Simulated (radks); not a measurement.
The nitrogen ion N+, 6 electrons, occupied as [He] 2s2 2p(up 1.5, down 0.5) (fractional occupations, a model configuration). All-electron calculation, scalar-relativistic Kohn-Sham, PBE, spin-polarised, spherical densities, finite nucleus; Fermi nuclear charge, rms radius 2.5582 fm. Program: a radial shooting solver on a logarithmic mesh with Libxc functionals.

Normalised radial functions P(r) = r R(r), r in bohr:

```
   r/bohr * 2p up, o 2p down (the largest magnitude, 0.848, reaches the edge; | marks zero, & curves that meet)
   0.0109 &
  0.01342 &
  0.01639 &
  0.02018 &
  0.02484 &
  0.03059 |&
  0.03766 |&
  0.04637 |&
  0.05664 | &
  0.06973 |  &
  0.08585 |   &
   0.1057 |     &
   0.1301 |       &
   0.1602 |          &
   0.1957 |              &
    0.241 |                   &
   0.2967 |                         &
   0.3653 |                               o*
   0.4497 |                                      o*
   0.5537 |                                             o*
   0.6817 |                                                  o*
   0.8327 |                                                     o*
    1.025 |                                                     o*
    1.262 |                                                 o*
    1.554 |                                          &
    1.913 |                                *o
    2.356 |                      *o
    2.877 |             *o
    3.543 |      *o
    4.362 |  *o
```

2p up: eigenvalue -21.472 eV, 0 radial nodes, <r> = 1.26 bohr, 90 % of the charge inside 2.12 bohr. 2p down: eigenvalue -19.670 eV, 0 radial nodes, <r> = 1.30 bohr, 90 % of the charge inside 2.20 bohr.
